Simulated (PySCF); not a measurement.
## How exact exchange moves a shielding

Molecule: `C=NCO[SiH3]`, C$_{2}$H$_{7}$NOSi.

Mapped SMILES: `[CH2:1]=[N:2][CH2:3][O:4][SiH3:5]`; H(Xn) means a hydrogen on atom n. Ha(C1) is cis to C3; Hb(C1) is trans to C3.

GIAO shieldings (ppm, equivalent atoms averaged) in PySCF 2.14.0 with density-fitted response routines on the PBE0-D3(BJ)/def2-SVP geometry, basis pcSseg-2, gas phase, non-relativistic:

| functional | exact exchange (%) | σ(C3) | σ(O4) | σ(Si5) |
| --- | --- | --- | --- | --- |
| BLYP | 0 | 85.0 | 273.1 | 355.3 |
| BP86 | 0 | 89.9 | 278.9 | 361.0 |
| PBE | 0 | 89.8 | 278.5 | 361.7 |
| B3LYP | 20 | 92.0 | 284.8 | 367.8 |
| PBE0 | 25 | 97.9 | 291.9 | 377.6 |
| mPW1PW91 | 25 | 97.4 | 291.6 | 376.8 |
| HF | 100 | 115.6 | 315.9 | 425.3 |

Q: Fit each shielding as a line in the percentage of exact exchange.

A: σ(C3) = 88.7 + 0.28 x (rms 2.1 ppm); σ(O4) = 278.3 + 0.39 x (rms 2.9 ppm); σ(Si5) = 359.0 + 0.66 x (rms 2.7 ppm). The functionals also differ in their semilocal parts, which the line can't hold; Hartree–Fock has no correlation at all.

Q: What does the line predict for BHandHLYP (50 %), and what does the run give?

A: σ(C3): 102.7 predicted, 101.1 computed; σ(O4): 297.8 predicted, 298.1 computed; σ(Si5): 392.0 predicted, 387.3 computed ppm.
